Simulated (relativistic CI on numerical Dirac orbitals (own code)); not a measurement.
**Yb⁴⁺: 4p photoemission**

Computed with this model: Dirac-Coulomb-Breit CI, KLI orbitals optimised for each configuration, model QED, valence Slater integrals scaled by 0.8, multiplet model of photoemission in the sudden approximation; configurations [Xe] 4f12 → [Ar] 3d10 4s2 4p5 4d10 4f12 5s2 5p6; 80 K; Lorentzian 2.5 eV and Gaussian 0.7 eV FWHM. Energies are those of the free ion, without screening or charge transfer. The energies are binding energies and can lie tens of eV above those of solids. S is read from ⟨S²⟩ = S(S + 1).

free ion: ground-state S = 0.99, centroid 428.99 eV. Peaks (eV, height): 409.2 (100), 416.4 (46), 463.6 (71).

Strongest unbroadened transitions for free ion:

```csv
Energy (eV),Relative strength
408.80,100.0
409.81,8.7
409.83,52.6
409.85,6.8
410.23,20.2
411.43,22.8
412.33,1.8
412.68,18.8
413.45,8.3
414.75,6.0
415.78,16.0
416.26,16.8
416.57,20.5
417.50,24.8
462.66,58.0
463.29,16.8
464.23,80.3
466.89,6.8
```
